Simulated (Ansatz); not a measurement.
The cluster Ge6N, relaxed as a doublet with UKS PBE-D4/def2-SVP in Ansatz, starting from the GFN1-xTB geometry. Force threshold 0.03 eV/Å.

Another isomer (doublet) lies 0.45 eV lower at PBE0-D4/def2-TZVP; other spin states weren't run for this one.

Start:

```xyz
7

N     0.724    0.349    0.047
Ge   -1.128    1.215   -0.254
Ge    1.004    1.443   -1.471
Ge   -0.029    0.476    1.859
Ge   -1.489   -1.214    0.690
Ge    1.016   -1.505    0.620
Ge   -0.099   -0.764   -1.490
```

| step | energy (eV) | largest force component (eV/Å) | SCF passes |
| --- | --- | --- | --- |
| 1 | -340504.5799 | 2.440 | 24 |
| 2 | -340505.4813 | 0.738 | 30 |
| 3 | -340505.5877 | 0.340 | 28 |
| 4 | -340505.6054 | 0.110 | 25 |
| 5 | -340505.6069 | 0.083 | 25 |
| 6 | -340505.6070 | 0.040 | 27 |
| 7 | -340505.6074 | 0.003 | 26 |

Force components are those of the run's own axes.

End:

```csv
atom,x (Å),y (Å),z (Å)
N1,0.792,0.397,0.026
Ge2,-1.255,1.237,-0.298
Ge3,1.165,1.544,-1.498
Ge4,-0.021,0.524,1.953
Ge5,-1.585,-1.308,0.762
Ge6,1.089,-1.580,0.634
Ge7,-0.185,-0.815,-1.579
```

By distances, no bond broke or formed. The bond that changes most is Ge2–Ge3, from 2.47 to 2.72 Å (atoms count from 1).

No frequencies were taken in this run, so the end may be a saddle point.

Run time 40 s (6 threads of Intel Xeon on a shared host).
